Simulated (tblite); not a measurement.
Compound: C6H7ClN (charge +1).
SMILES with atom numbers: `[NH3+:1][c:2]1[cH:3][cH:4][cH:5][cH:6][c:7]1[Cl:8]` (hydrogens: H9, H10, H11 on N1; H12 on C3; H13 on C4; H14 on C5; H15 on C6)
Bond orders are those of one Lewis drawing.

Computed with GFN2-xTB (tblite), gas phase: Langevin dynamics at 400 K from the optimised GFN2-xTB geometry, time step 0.5 fs, friction 0.01 fs⁻¹, 2000 steps. The instantaneous temperature is 2·E(kin)/(3Nk) with all 3N coordinates.

| t (fs) | T (K) | E(pot) above start (eV) | N1–C2 (Å) | C2–C3 (Å) | C3–C4 (Å) | C4–C5 (Å) | C5–C6 (Å) | N1–H9 (Å) |
| --- | --- | --- | --- | --- | --- | --- | --- | --- |
| 0 | 319 | 0.000 | 1.469 | 1.383 | 1.387 | 1.385 | 1.387 | 1.027 |
| 25 | 160 | 0.368 | 1.531 | 1.378 | 1.412 | 1.388 | 1.375 | 1.004 |
| 50 | 289 | 0.393 | 1.417 | 1.348 | 1.376 | 1.392 | 1.382 | 1.083 |
| 75 | 268 | 0.427 | 1.495 | 1.365 | 1.383 | 1.377 | 1.422 | 0.993 |
| 100 | 307 | 0.405 | 1.499 | 1.348 | 1.394 | 1.358 | 1.436 | 1.048 |
| 125 | 302 | 0.462 | 1.525 | 1.369 | 1.398 | 1.366 | 1.424 | 1.011 |
| 150 | 249 | 0.465 | 1.523 | 1.367 | 1.392 | 1.371 | 1.408 | 1.057 |
| 175 | 242 | 0.566 | 1.437 | 1.321 | 1.384 | 1.385 | 1.375 | 1.051 |
| 200 | 327 | 0.517 | 1.525 | 1.364 | 1.425 | 1.405 | 1.373 | 1.003 |
| 225 | 311 | 0.411 | 1.486 | 1.411 | 1.427 | 1.404 | 1.359 | 1.044 |
| 250 | 361 | 0.539 | 1.442 | 1.422 | 1.386 | 1.386 | 1.363 | 1.021 |
| 275 | 410 | 0.458 | 1.443 | 1.415 | 1.402 | 1.378 | 1.381 | 0.992 |
| 300 | 290 | 0.627 | 1.526 | 1.442 | 1.409 | 1.371 | 1.391 | 1.035 |
| 325 | 392 | 0.602 | 1.479 | 1.411 | 1.378 | 1.415 | 1.362 | 1.007 |
| 350 | 406 | 0.704 | 1.467 | 1.403 | 1.370 | 1.427 | 1.374 | 1.068 |
| 375 | 418 | 0.807 | 1.482 | 1.387 | 1.382 | 1.396 | 1.366 | 1.003 |
| 400 | 456 | 0.619 | 1.473 | 1.364 | 1.406 | 1.369 | 1.366 | 1.030 |
| 425 | 532 | 0.743 | 1.534 | 1.410 | 1.406 | 1.354 | 1.418 | 1.030 |
| 450 | 376 | 0.844 | 1.415 | 1.406 | 1.341 | 1.374 | 1.403 | 1.016 |
| 475 | 500 | 0.858 | 1.442 | 1.411 | 1.318 | 1.403 | 1.413 | 1.047 |
| 500 | 400 | 0.933 | 1.465 | 1.377 | 1.339 | 1.433 | 1.406 | 1.018 |
| 525 | 598 | 0.867 | 1.466 | 1.360 | 1.389 | 1.426 | 1.360 | 1.030 |
| 550 | 572 | 0.773 | 1.534 | 1.392 | 1.426 | 1.400 | 1.350 | 1.021 |
| 575 | 414 | 0.940 | 1.481 | 1.384 | 1.415 | 1.386 | 1.336 | 1.058 |
| 600 | 552 | 0.733 | 1.482 | 1.426 | 1.401 | 1.421 | 1.369 | 0.994 |
| 625 | 362 | 1.160 | 1.421 | 1.425 | 1.405 | 1.466 | 1.392 | 1.060 |
| 650 | 520 | 0.734 | 1.473 | 1.436 | 1.392 | 1.457 | 1.363 | 1.010 |
| 675 | 432 | 0.966 | 1.469 | 1.379 | 1.363 | 1.407 | 1.372 | 1.067 |
| 700 | 502 | 0.738 | 1.549 | 1.426 | 1.395 | 1.403 | 1.369 | 1.024 |
| 725 | 418 | 0.860 | 1.562 | 1.364 | 1.440 | 1.388 | 1.355 | 1.040 |
| 750 | 525 | 0.641 | 1.463 | 1.352 | 1.378 | 1.398 | 1.371 | 1.048 |
| 775 | 553 | 0.627 | 1.503 | 1.380 | 1.359 | 1.403 | 1.404 | 0.993 |
| 800 | 465 | 0.992 | 1.524 | 1.416 | 1.356 | 1.460 | 1.426 | 1.082 |
| 825 | 528 | 0.870 | 1.441 | 1.382 | 1.364 | 1.429 | 1.439 | 0.982 |
| 850 | 462 | 0.678 | 1.459 | 1.423 | 1.399 | 1.421 | 1.400 | 1.024 |
| 875 | 363 | 1.005 | 1.508 | 1.417 | 1.410 | 1.405 | 1.349 | 1.112 |
| 900 | 445 | 0.701 | 1.476 | 1.412 | 1.351 | 1.409 | 1.334 | 0.955 |
| 925 | 369 | 0.819 | 1.517 | 1.430 | 1.352 | 1.433 | 1.350 | 1.060 |
| 950 | 470 | 0.719 | 1.511 | 1.410 | 1.347 | 1.498 | 1.364 | 1.004 |
| 975 | 371 | 0.728 | 1.546 | 1.401 | 1.345 | 1.434 | 1.368 | 1.040 |
| 1000 | 458 | 0.651 | 1.455 | 1.415 | 1.362 | 1.360 | 1.360 | 1.067 |

**Question.** From 500 fs on, how do temperature and potential energy compare with equipartition?

**Answer.** The mean temperature of these 21 frames is 466 K against the target 400 K, and the mean potential energy 0.82 eV against 39 × kT/2 = 0.67 eV for 39 classical harmonic modes. For 15 atoms in a canonical ensemble the temperature itself scatters by T·√(2/(3N)) = 84 K; here its standard deviation is 71 K. The whole run lasts only 10 friction times of 100 fs, so these averages carry a wide statistical error.

**Question.** What are the kinetic and total energies of the listed frame with the highest potential energy?

**Answer.** The one at 625 fs, 1.160 eV above the start. Its kinetic energy is 3NkT/2 = 0.702 eV at 362 K, so the sum is 1.86 eV; over the listed frames the sum runs from 0.62 to 2.03 eV, since the thermostat adds and removes energy.

**Question.** How much do the listed bonds fluctuate from 500 fs on?

**Answer.** 
```csv
bond,at the start (Å),mean (Å),standard deviation (Å)
N1–C2,1.469,1.491,0.037
C2–C3,1.383,1.400,0.025
C3–C4,1.387,1.380,0.029
C4–C5,1.385,1.421,0.031
C5–C6,1.387,1.373,0.027
N1–H9,1.027,1.033,0.036
```

The motion is classical and holds no zero-point motion.

What follows is the cost of the whole dynamics run. Hardware: an Intel Xeon at 2.50 GHz with one thread, on a shared host. Cost: 45 s, 0.18 GiB resident at most.
